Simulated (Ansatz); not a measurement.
Born–Oppenheimer molecular dynamics of AlFH4OSi (8 atoms, charge 0, multiplicity 1). It starts from a relaxed structure.

The calculation used Ansatz, RKS LDA/STO-3G.

```yaml
ensemble: NVT, Nosé–Hoover chain
time_step: 0.5 fs
steps_asked: 250
set_temperature: 1000 K
thermostat: time constant 100 fs, chain length 3 (defaults)
seed: 824103
```

Frames 1 fs apart, positions in Å, forces in eV/Å.

Velocities at 0 fs (Å/ps):

```
Al -4.49 -1.14 -5.11
F 7.58 -0.17 -1.25
O -1.26 4.45 7.61
Si -0.54 0.53 0.30
H 5.83 -62.73 -11.52
H -14.87 -32.77 53.66
H -2.15 6.46 -25.78
H 23.61 37.67 14.79
```

```xyz
8
Properties=species:S:1:pos:R:3:forces:R:3 time_fs=0 energy_less_start_eV=0.000 T=1000
Al -0.058 -0.084 -0.204 0.00 0.00 0.00
F 0.113 -1.274 0.898 0.00 0.00 0.00
O 1.146 -0.064 -1.390 0.00 0.00 0.00
Si 2.324 -1.280 -1.233 0.00 0.00 0.00
H 1.776 -2.628 -1.327 0.00 0.00 0.00
H 3.260 -1.103 -2.330 0.00 0.00 0.00
H 3.076 -1.196 0.013 0.00 0.00 0.00
H -1.160 0.927 -0.216 0.00 0.00 0.00
8
Properties=species:S:1:pos:R:3:forces:R:3 time_fs=1 energy_less_start_eV=0.083 T=894
Al -0.062 -0.085 -0.209 -0.15 0.05 0.27
F 0.120 -1.274 0.897 -0.05 0.07 -0.09
O 1.145 -0.059 -1.382 0.24 -0.12 -0.22
Si 2.323 -1.279 -1.233 -1.50 -1.30 0.52
H 1.782 -2.689 -1.339 0.34 1.14 0.13
H 3.246 -1.135 -2.278 0.84 0.26 -1.11
H 3.075 -1.190 -0.012 0.22 0.02 0.51
H -1.136 0.965 -0.202 0.06 -0.13 -0.01
8
Properties=species:S:1:pos:R:3:forces:R:3 time_fs=2 energy_less_start_eV=0.264 T=665
Al -0.067 -0.086 -0.214 -0.29 0.12 0.54
F 0.128 -1.274 0.895 -0.10 0.14 -0.18
O 1.144 -0.055 -1.375 0.47 -0.23 -0.43
Si 2.322 -1.279 -1.232 -2.67 -2.15 0.97
H 1.792 -2.740 -1.349 0.50 1.89 0.24
H 3.240 -1.165 -2.236 1.58 0.45 -2.05
H 3.075 -1.183 -0.033 0.39 0.04 0.93
H -1.112 1.001 -0.187 0.12 -0.26 -0.02
8
Properties=species:S:1:pos:R:3:forces:R:3 time_fs=3 energy_less_start_eV=0.391 T=502
Al -0.072 -0.087 -0.219 -0.41 0.18 0.78
F 0.135 -1.274 0.894 -0.14 0.20 -0.26
O 1.143 -0.051 -1.367 0.68 -0.32 -0.63
Si 2.320 -1.280 -1.232 -3.04 -2.54 1.06
H 1.806 -2.773 -1.356 0.52 2.27 0.32
H 3.249 -1.191 -2.214 1.79 0.54 -2.37
H 3.079 -1.176 -0.044 0.44 0.04 1.13
H -1.087 1.035 -0.172 0.16 -0.37 -0.04
8
Properties=species:S:1:pos:R:3:forces:R:3 time_fs=4 energy_less_start_eV=0.385 T=509
Al -0.076 -0.088 -0.224 -0.46 0.21 0.99
F 0.143 -1.274 0.892 -0.19 0.26 -0.33
O 1.143 -0.046 -1.361 0.84 -0.40 -0.80
Si 2.317 -1.282 -1.230 -2.40 -2.52 0.69
H 1.825 -2.784 -1.361 0.42 2.33 0.36
H 3.274 -1.212 -2.213 1.30 0.55 -1.92
H 3.087 -1.169 -0.045 0.32 0.03 1.05
H -1.060 1.065 -0.158 0.16 -0.46 -0.05
8
Properties=species:S:1:pos:R:3:forces:R:3 time_fs=5 energy_less_start_eV=0.302 T=615
Al -0.081 -0.089 -0.228 -0.45 0.21 1.16
F 0.150 -1.274 0.891 -0.23 0.30 -0.39
O 1.143 -0.043 -1.354 0.96 -0.47 -0.93
Si 2.313 -1.284 -1.229 -1.07 -2.14 0.14
H 1.848 -2.773 -1.362 0.23 2.07 0.37
H 3.312 -1.228 -2.231 0.37 0.53 -1.01
H 3.098 -1.161 -0.036 0.07 -0.01 0.71
H -1.031 1.091 -0.145 0.11 -0.49 -0.06
8
Properties=species:S:1:pos:R:3:forces:R:3 time_fs=6 energy_less_start_eV=0.247 T=684
Al -0.087 -0.090 -0.232 -0.38 0.17 1.28
F 0.157 -1.273 0.889 -0.27 0.33 -0.45
O 1.143 -0.039 -1.349 1.02 -0.53 -1.02
Si 2.309 -1.287 -1.228 0.46 -1.39 -0.28
H 1.873 -2.743 -1.360 -0.05 1.44 0.34
H 3.354 -1.238 -2.258 -0.58 0.51 -0.07
H 3.109 -1.153 -0.020 -0.23 -0.06 0.26
H -1.002 1.112 -0.132 0.03 -0.47 -0.07
8
Properties=species:S:1:pos:R:3:forces:R:3 time_fs=7 energy_less_start_eV=0.279 T=643
Al -0.092 -0.091 -0.235 -0.24 0.09 1.35
F 0.164 -1.273 0.887 -0.31 0.35 -0.48
O 1.145 -0.036 -1.343 1.04 -0.58 -1.08
Si 2.305 -1.291 -1.226 1.83 -0.23 -0.45
H 1.897 -2.698 -1.355 -0.43 0.41 0.26
H 3.390 -1.244 -2.287 -1.30 0.49 0.65
H 3.119 -1.146 -0.002 -0.51 -0.12 -0.18
H -0.972 1.129 -0.119 -0.08 -0.40 -0.07
8
Properties=species:S:1:pos:R:3:forces:R:3 time_fs=8 energy_less_start_eV=0.397 T=493
Al -0.097 -0.092 -0.238 -0.05 -0.02 1.37
F 0.171 -1.272 0.884 -0.34 0.36 -0.51
O 1.147 -0.033 -1.339 1.01 -0.63 -1.10
Si 2.301 -1.294 -1.225 2.90 1.25 -0.42
H 1.917 -2.651 -1.347 -0.87 -0.96 0.14
H 3.414 -1.244 -2.309 -1.74 0.46 1.10
H 3.123 -1.140 0.015 -0.70 -0.17 -0.52
H -0.943 1.142 -0.107 -0.22 -0.29 -0.06
8
Properties=species:S:1:pos:R:3:forces:R:3 time_fs=9 energy_less_start_eV=0.536 T=316
Al -0.102 -0.092 -0.240 0.17 -0.13 1.33
F 0.178 -1.271 0.882 -0.37 0.35 -0.51
O 1.149 -0.031 -1.335 0.94 -0.65 -1.09
Si 2.299 -1.298 -1.224 3.55 2.69 -0.30
H 1.929 -2.612 -1.337 -1.27 -2.29 0.02
H 3.421 -1.241 -2.321 -1.90 0.42 1.30
H 3.121 -1.136 0.026 -0.78 -0.21 -0.71
H -0.916 1.153 -0.096 -0.34 -0.17 -0.05
8
Properties=species:S:1:pos:R:3:forces:R:3 time_fs=10 energy_less_start_eV=0.584 T=255
Al -0.108 -0.093 -0.242 0.40 -0.21 1.25
F 0.185 -1.270 0.879 -0.40 0.33 -0.51
O 1.152 -0.029 -1.332 0.83 -0.66 -1.04
Si 2.298 -1.300 -1.223 3.62 3.42 -0.17
H 1.929 -2.595 -1.328 -1.45 -2.96 -0.04
H 3.410 -1.233 -2.320 -1.82 0.37 1.26
H 3.112 -1.134 0.032 -0.73 -0.23 -0.73
H -0.892 1.161 -0.085 -0.45 -0.06 -0.03
8
Properties=species:S:1:pos:R:3:forces:R:3 time_fs=11 energy_less_start_eV=0.481 T=387
Al -0.113 -0.094 -0.243 0.62 -0.24 1.14
F 0.191 -1.269 0.876 -0.43 0.29 -0.48
O 1.156 -0.027 -1.329 0.67 -0.63 -0.97
Si 2.297 -1.301 -1.222 3.00 3.01 -0.06
H 1.916 -2.605 -1.318 -1.30 -2.55 -0.03
H 3.382 -1.222 -2.308 -1.48 0.32 0.98
H 3.095 -1.134 0.030 -0.56 -0.23 -0.57
H -0.873 1.170 -0.075 -0.53 0.01 -0.02
```

Of the whole run (125 fs, mean temperature of the second half 618 K): The conserved energy stayed within 0.94 meV per atom of its start (net change 0.69 meV per atom), so the integration is sound. The mean temperature of the second half is 38 % below the set value. A run of 0.12 ps of so small a system gives no equilibrium averages. Limits of this set-up: minimal basis.

Time of the run: 4.5 min on 1 thread of Arm Neoverse V1 (shared host), peak memory 0.083 GiB.
